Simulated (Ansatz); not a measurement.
A nudged elastic band was laid between two geometries of GaH5S (7 atoms, charge 0, multiplicity 1).

These are results of RKS BHLYP-D4/def2-TZVP (Ansatz), not measurements.

```yaml
movable_images: 9
climbing_image: yes
spring: 5.0 eV/Å²
optimiser: quadratic models (default)
start_path: through a guess of the saddle point
force_threshold: 0.5 eV/Å
iteration_limit: 60
end_points: relaxed
```

First end point:

```xyz
7
Properties=species:S:1:pos:R:3
Ga -0.948 -0.293 -0.592
H -0.243 0.451 -1.781
H -0.874 -1.859 -0.527
H -2.054 0.460 0.226
H 2.006 -0.260 0.462
S 0.961 0.098 1.208
H 1.153 1.401 1.004
```

Last end point:

```xyz
7
Properties=species:S:1:pos:R:3
Ga -0.757 -0.391 0.315
H 0.694 0.074 -2.166
H -0.899 -1.861 -0.166
H -1.622 0.814 -0.150
H 1.231 0.140 -1.662
S 0.786 -0.042 1.853
H 0.566 1.266 1.975
```

Task: Which bonds break or form, and what moves?

Result: Bonds broken: Ga1–H2, H5–S6. Bonds formed: H2–H5. GaH5S becomes GaH3S + H2.

Task: What energy profile does the band end with?

Result: The run converged. The highest image is number 5 of 0 to 10, 0.94 eV above the first end and 1.36 eV above the last; the last end lies 0.42 eV below the first. The threshold of 0.5 eV/Å is loose, so the images may lie well off the minimum-energy path. Another band between the same ends (9 images) ends at a top of the same energy, where a vibrational analysis finds 1 clearly imaginary mode. The orbitals stay closed-shell, which can raise the energy where a bond breaks towards radicals; this wasn't checked here.

```json
{"image": "0", "path coordinate (Å)": "0.00", "energy (eV)": "0.00", "Ga1–H2 (Å)": "1.57", "H5–S6 (Å)": "1.33", "H2–H5 (Å)": "3.25"}
{"image": "1", "path coordinate (Å)": "0.46", "energy (eV)": "0.01", "Ga1–H2 (Å)": "1.57", "H5–S6 (Å)": "1.33", "H2–H5 (Å)": "3.01"}
{"image": "2", "path coordinate (Å)": "0.92", "energy (eV)": "0.03", "Ga1–H2 (Å)": "1.57", "H5–S6 (Å)": "1.33", "H2–H5 (Å)": "2.70"}
{"image": "3", "path coordinate (Å)": "1.38", "energy (eV)": "0.16", "Ga1–H2 (Å)": "1.58", "H5–S6 (Å)": "1.33", "H2–H5 (Å)": "2.13"}
{"image": "4", "path coordinate (Å)": "1.84", "energy (eV)": "0.48", "Ga1–H2 (Å)": "1.61", "H5–S6 (Å)": "1.37", "H2–H5 (Å)": "1.57"}
{"image": "5", "path coordinate (Å)": "2.30", "energy (eV)": "0.94", "Ga1–H2 (Å)": "1.73", "H5–S6 (Å)": "1.65", "H2–H5 (Å)": "1.04"}
{"image": "6", "path coordinate (Å)": "2.72", "energy (eV)": "0.27", "Ga1–H2 (Å)": "1.96", "H5–S6 (Å)": "2.08", "H2–H5 (Å)": "0.79"}
{"image": "7", "path coordinate (Å)": "3.13", "energy (eV)": "-0.20", "Ga1–H2 (Å)": "2.25", "H5–S6 (Å)": "2.49", "H2–H5 (Å)": "0.75"}
{"image": "8", "path coordinate (Å)": "3.55", "energy (eV)": "-0.35", "Ga1–H2 (Å)": "2.50", "H5–S6 (Å)": "2.85", "H2–H5 (Å)": "0.74"}
{"image": "9", "path coordinate (Å)": "3.96", "energy (eV)": "-0.41", "Ga1–H2 (Å)": "2.71", "H5–S6 (Å)": "3.17", "H2–H5 (Å)": "0.74"}
{"image": "10", "path coordinate (Å)": "4.38", "energy (eV)": "-0.42", "Ga1–H2 (Å)": "2.91", "H5–S6 (Å)": "3.55", "H2–H5 (Å)": "0.74"}
```

Task: What is the geometry of the highest image?

Result: 
```xyz
7
Properties=species:S:1:pos:R:3
Ga -0.775 -0.400 -0.262
H 0.444 0.175 -1.353
H -0.925 -1.930 -0.451
H -1.811 0.723 -0.006
H 0.980 0.181 -0.465
S 1.183 -0.017 1.162
H 0.904 1.269 1.376
```

The run took 41 s on 2 threads of AMD EPYC 9R45 96-Core Processor (Zen 5), on a shared host, peak memory 0.27 GiB.
